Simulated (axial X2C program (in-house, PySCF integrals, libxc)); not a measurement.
**TbOH⁺: a free-ion multiplet in an axial field**

Calculated with an axial X2C code built on PySCF integrals: two-component X2C with atomic mean-field Coulomb and Gaunt terms, basis Tb dyall-v3z, O dyall-v3z, H dyall-v3z (cores contracted in-house). Orbitals come from Hartree–Fock averaged over the configuration Tb f9 s0; CI then distributes these electrons over the f, s shells of Tb.

Tb–O–H held linear, bonds 2.036 and 0.950 Å (the second held).

Which level do Hund's rules give for f9, how many Ω levels does it split into, and what is its Landé factor?

S = 5/2, L = 5, J = 15/2 (6H15/2). It gives Ω = 1/2 to 15/2, 8 levels. gJ = 3/2 + [S(S+1) − L(L+1)]/[2J(J+1)] = 1.333, so g∥ = 2gJΩ.

The computed levels compare thus:

```json
{"Ω": "15/2", "energy (cm⁻¹)": "0", "g∥ computed": "19.93", "2gJΩ": "20.00"}
{"Ω": "13/2", "energy (cm⁻¹)": "318", "g∥ computed": "17.08", "2gJΩ": "17.33"}
{"Ω": "11/2", "energy (cm⁻¹)": "553", "g∥ computed": "14.37", "2gJΩ": "14.67"}
{"Ω": "9/2", "energy (cm⁻¹)": "731", "g∥ computed": "11.72", "2gJΩ": "12.00"}
{"Ω": "7/2", "energy (cm⁻¹)": "868", "g∥ computed": "9.09", "2gJΩ": "9.33"}
{"Ω": "5/2", "energy (cm⁻¹)": "974", "g∥ computed": "6.46", "2gJΩ": "6.67"}
{"Ω": "3/2", "energy (cm⁻¹)": "1047", "g∥ computed": "3.87", "2gJΩ": "4.00"}
{"Ω": "1/2", "energy (cm⁻¹)": "1085", "g∥ computed": "1.29", "2gJΩ": "1.33"}
```

The 8 lowest levels are just these Ω; they span 1085 cm⁻¹, the lowest has Ω = 15/2, and the next level lies at 2764 cm⁻¹. Departures of g∥ from 2gJΩ come from intermediate coupling and from mixing with the higher-lying level J − 1 of the term. The computed g∥ is the magnitude of 2⟨Lz + ge Sz⟩.

Dynamic correlation is missing, so gaps between terms are too wide and other configurations may lie lower; the lowest level listed is that of this model, not necessarily the ground state. At most 4 roots were kept for each Ω > 0 (twice that for Ω = 0) within 2.2 eV of the lowest, so higher up levels can be missing between those listed; levels with Ω > 0 are doubly degenerate and listed once, Ω = 0 levels singly. States that fill the shells left empty in the average are placed too high. The molecule was held linear; bending was not examined.
